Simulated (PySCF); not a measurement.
These compounds are isomers of formula C5H5NO2.

A. `C(N)(=O)C#CCC=O`
B. `[O-][n+]1ccc(O)cc1`
C. SMILES C=Cc1ncc(O)o1

Spectrum 1. ¹H NMR (500 MHz, computed): δ 6.75 (dd, J = 18.8, 12.6 Hz, 1H), 6.48 (s, 1H), 6.00 (d, J = 18.8 Hz, 1H), 5.57 (d, J = 12.6 Hz, 1H), 4.87 (br s, 1H). ¹³C{¹H} NMR (computed): δ 165.1 (C), 155.6 (C), 133.1 (CH), 121.2 (CH2), 107.2 (CH).

Spectrum 2. ¹H NMR (500 MHz, computed): δ 8.14 (d, 2H), 6.69 (d, 2H), 4.12 (br s, 1H). ¹³C{¹H} NMR (computed): δ 155.7 (C), 144.6 (CH), 118.0 (CH).

Spectrum 3. ¹H NMR (500 MHz, computed): δ 9.72 (t, 1H), 5.43 (br, 1H), 4.63 (br, 1H), 3.51 (d, 2H). ¹³C{¹H} NMR (computed): δ 197.6 (CH), 154.0 (C), 88.6 (C), 82.2 (C), 37.7 (CH2).

[PySCF 2.14.0 with density-fitted response routines: shieldings: GIAO PBE0/pcSseg-1; geometry from GFN2-xTB; B3LYP/pcJ-1 coupling constants (spin–dipole term left out of most H,H and C,H couplings); gas phase; one computed conformer; no relativistic terms; rapidly exchanging positions averaged]

Shifts are taken against calculated references (same method and geometry level): ¹H (σref 31.72) and ¹³C (σref 186.93) against TMS. Multiplet labels drop J under 1 Hz and among equivalent protons, and merge close values. Unscaled 3J(H,H) run several per cent high. Where no couplings were computed, multiplicities follow the n + 1 count of equivalent neighbours, and m marks all less simple cases (inequivalent or close neighbours, rings, F or P nearby). Acid and N–H amide carbonyl carbons lie up to 10 ppm further downfield in solution (hydrogen bonding). Shifts are as computed. Against solution values, carbons near 30 ppm lie about +3 ppm off and those near 130 ppm about +5 ppm. Of 1211 compounds with measured shifts, 218 miss one by over three times the rms of a fit or turn the order of signals round; such compounds aren't used in these exercises. Groups on amide-type nitrogens are kept apart (slow C–N rotation). OH and NH positions are gas-phase values without hydrogen bonding to other molecules.

Which spectrum belongs to which compound?

Answers

1–C, 2–B, 3–A.

- Spectrum 1 (C): 5 ¹³C signals; δC 165.1 is an aromatic carbon bearing oxygen; δC 133.1 is an alkene CH.
- Spectrum 2 (B): 3 ¹³C signals; δC 155.7 is an aromatic carbon bearing oxygen; δC 144.6 is an aromatic CH next to a ring nitrogen.
- Spectrum 3 (A): 5 ¹³C signals; δC 197.6 is an aldehyde carbonyl carbon; δC 154.0 is an amide carbonyl carbon.
